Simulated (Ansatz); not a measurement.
Consider the ligand exchange at the Si–I bond: `C[SiH](O)I` + `O[SiH2]O` → `C[SiH](O)O[SiH2]O` + HI.

Isolated molecules relaxed with PBE0-D4/def2-TZVP in Ansatz; ΔE leaves out vibrations. CCSD(T)/CBS adds triple-zeta CCSD(T) − MP2 to the extrapolated MP2 energy (def2 sets, frozen cores). DFT in def2-TZVPP. B3LYP here is the variant with VWN-RPA as its local correlation; programs differ in this. def2 core potentials past Kr. For I outer-core shells are correlated without core-valence functions, which leaves a few kJ/mol of doubt a bond. One conformer a species, not always the lowest.

Problem. Is it downhill or uphill in electronic energy at CCSD(T)/CBS, and by how much? (Estimate.)

Solution. Computed: Downhill: ΔE = -0.35 eV.

Problem. What do these levels give: PBE-D4, r2SCAN-D4, PBE0-D4, B3LYP-D4, ωB97X-V, B3LYP, HF/def2-TZVPP, MP2/def2-TZVPP, CCSD(T)/def2-TZVPP, HF/def2-QZVPP, SCS-MP2/def2-QZVPP, HF/CBS(def2)? (Best estimate.)

Solution. Ansatz gave: PBE-D4 -0.24, r2SCAN-D4 -0.37, PBE0-D4 -0.28, B3LYP-D4 -0.43, ωB97X-V -0.40, B3LYP -0.38, HF/def2-TZVPP -0.49, MP2/def2-TZVPP -0.34, CCSD(T)/def2-TZVPP -0.45, HF/def2-QZVPP -0.50, SCS-MP2/def2-QZVPP -0.36, HF/CBS(def2) -0.50 eV.

Largest T1 diagnostic among the species: 0.011.

From PBE to PBE0 (25 % exact exchange), in def2-TZVPP and without D4, ΔE moves by −0.04 eV. In def2-TZVPP, CCSD(T) changes the Hartree–Fock value by +0.04 eV (the triples alone add +0.02 eV) and MP2 by +0.15 eV. The D4 term adds −0.04 eV with B3LYP and −0.03 eV with PBE0; it sums over pairs of atoms, weighted by their polarisabilities, and B3LYP, whose exchange is more repulsive, gets the larger term.
